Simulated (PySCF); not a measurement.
Input for PySCF: D3(BJ) and D4 dispersion corrections on C3H8O (a complex), monomers drawn apart or pushed together.

```python
from pyscf import gto
from pyscf.dispersion import dftd3, dftd4

mol = gto.M(
    atom='''
    C     0.59472112   -0.26677288   -0.04863965
    C    -0.64630228    0.20186714   -0.04426502
    H     0.81926557   -1.28237406   -0.35108271
    H     1.43606230    0.34779284    0.24828459
    H    -0.86957843    1.21851583    0.25619678
    H    -1.48794915   -0.41104566   -0.34311878
    C     0.13770921    0.35031916    4.71544296
    O    -0.32734799   -0.86033486    4.14443643
    H     1.17440457    0.57051606    4.43402588
    H     0.09606801    0.23297284    5.79787757
    H    -0.48848719    1.20695925    4.43895079
    H    -0.29530163   -0.77151124    3.18363218
    ''',
    basis='def2-svp',
    charge=0, spin=0, verbose=0, max_memory=1800)
d3, d4 = {}, {}
for xc in ['hf', 'pbe', 'blyp', 'revpbe', 'tpss', 'r2scan', 'b3lyp', 'pbe0', 'bhlyp', 'camb3lyp', 'b2plyp']:
    d3[xc] = float(dftd3.DFTD3Dispersion(mol, xc=xc, version='d3bj', atm=False).get_dispersion()['energy'])
    print(f'D3(BJ) {xc:10s} {d3[xc]:14.8f} Eh')
for xc in ['hf', 'pbe', 'blyp', 'revpbe', 'tpss', 'r2scan', 'b3lyp', 'pbe0', 'bhlyp', 'camb3lyp', 'b2plyp']:
    d4[xc] = float(dftd4.DFTD4Dispersion(mol, xc={'camb3lyp': 'cam-b3lyp'}.get(xc, xc), atm=True).get_dispersion()['energy'])
    print(f'D4     {xc:10s} {d4[xc]:14.8f} Eh')
```

It printed:

```
D3(BJ) hf            -0.04486173 Eh
D3(BJ) pbe           -0.00497430 Eh
D3(BJ) blyp          -0.00990264 Eh
D3(BJ) revpbe        -0.01305792 Eh
D3(BJ) tpss          -0.00601857 Eh
D3(BJ) r2scan        -0.00149130 Eh
D3(BJ) b3lyp         -0.00803282 Eh
D3(BJ) pbe0          -0.00413781 Eh
D3(BJ) bhlyp         -0.00599923 Eh
D3(BJ) camb3lyp      -0.00352381 Eh
D3(BJ) b2plyp        -0.00353694 Eh
D4     hf            -0.01644785 Eh
D4     pbe           -0.00409936 Eh
D4     blyp          -0.00910108 Eh
D4     revpbe        -0.01529445 Eh
D4     tpss          -0.00549347 Eh
D4     r2scan        -0.00120152 Eh
D4     b3lyp         -0.00637903 Eh
D4     pbe0          -0.00344725 Eh
D4     bhlyp         -0.00426059 Eh
D4     camb3lyp      -0.00341585 Eh
D4     b2plyp        -0.00285575 Eh
```

The run finished.

Cost: about 0.020 core-seconds (a rough figure).
